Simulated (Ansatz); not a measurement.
A CCSD(T) single point on `CC(C)(C)C[Si](C)(F)F`.

```yaml
crystal:
  periodic: [false, false, false]
  atoms:
    - {symbol: C, position_ang: [0.942088, -1.728006, -1.381822]}
    - {symbol: C, position_ang: [0.338855, -1.035074, -0.160952]}
    - {symbol: C, position_ang: [1.333794, -1.114127, 0.994171]}
    - {symbol: C, position_ang: [-0.953037, -1.750565, 0.225681]}
    - {symbol: C, position_ang: [0.055653, 0.432385, -0.532307]}
    - {symbol: Si, position_ang: [-0.696358, 1.619356, 0.678763]}
    - {symbol: C, position_ang: [-0.913947, 3.316670, -0.015195]}
    - {symbol: F, position_ang: [-2.121862, 1.097829, 1.177620]}
    - {symbol: F, position_ang: [0.195230, 1.730652, 1.999992]}
    - {symbol: H, position_ang: [1.874868, -1.245519, -1.687306]}
    - {symbol: H, position_ang: [0.253724, -1.698609, -2.231228]}
    - {symbol: H, position_ang: [1.162126, -2.776871, -1.163952]}
    - {symbol: H, position_ang: [0.933790, -0.668221, 1.906776]}
    - {symbol: H, position_ang: [2.264145, -0.593875, 0.749101]}
    - {symbol: H, position_ang: [1.581323, -2.157020, 1.209808]}
    - {symbol: H, position_ang: [-1.692247, -1.691327, -0.578210]}
    - {symbol: H, position_ang: [-1.402872, -1.321440, 1.123113]}
    - {symbol: H, position_ang: [-0.756102, -2.808081, 0.421293]}
    - {symbol: H, position_ang: [-0.602433, 0.458350, -1.412414]}
    - {symbol: H, position_ang: [0.991124, 0.904690, -0.863959]}
    - {symbol: H, position_ang: [0.045786, 3.742694, -0.316938]}
    - {symbol: H, position_ang: [-1.569822, 3.301618, -0.888836]}
    - {symbol: H, position_ang: [-1.359028, 3.977593, 0.732299]}
basis:
  gaussian: {orbitals: def2-SVP}
correlation: {method: ccsd_t}
```

```sh
$ ansatz run in.yaml --threads 6 --pin off --events-out ev --progress --plain --backend cuda
```

Output of Ansatz, abridged:

```
Functional definition: HF
2022 factors; integrals over basis functions are off by at most 1.4e-3 eV
mean field evaluation 1: about -19665.4444 eV, gradient 4.9e1 eV
mean field evaluation 2: about -19665.4512 eV, gradient 4.9e1 eV
mean field evaluation 4: about -19671.3609 eV, gradient 5.0e0 eV
mean field evaluation 8: about -19671.4334 eV, gradient 1.3e-4 eV
mean field -19671.43344247 eV, -722.9118452342 hartree, gradient 2.8e-6 eV, S^2 0.000000; 0 other end points of the search recorded, 0 dependent functions left out
13 core orbitals not correlated: weight in the atoms' cores, before any rotation towards them, 1.000 or more for the frozen orbitals, at most 0.000 for the correlated occupied ones
reference -19671.43344247 eV, -722.9118452342 hartree; 28, 28 occupied and 159, 159 virtual orbitals, 2022 factors
second order -36.30967165 eV of doubles, -0.00000000 eV of singles
cycle   1  -37.74069262 eV  change    -1.4e0 eV  update   1.2e-1
cycle   2  -38.57933597 eV  change   -8.4e-1 eV  update   3.4e-2
cycle   3  -38.76819675 eV  change   -1.9e-1 eV  update   1.6e-2
cycle   4  -38.76917112 eV  change   -9.7e-4 eV  update   3.1e-3
cycle   5  -38.76943797 eV  change   -2.7e-4 eV  update   1.1e-3
cycle   6  -38.76981056 eV  change   -3.7e-4 eV  update   2.6e-4
cycle   7  -38.76976838 eV  change    4.2e-5 eV  update   9.0e-5
cycle   8  -38.76975496 eV  change    1.3e-5 eV  update   2.5e-5
perturbative correction -1.01071975 eV, -0.0371432655 hartree
Total energy: -19711.21391717 eV, -724.3737507154 hartree
```

Hardware: 6 threads of an AMD EPYC 7R13 on a shared host and a share of an NVIDIA H100 80 GB. Wall time 11 s, peak host memory 0.82 GiB.

The correlation energy is -39.780 eV, 2.5 % of it from (T); the T1 diagnostic reads 0.0092.
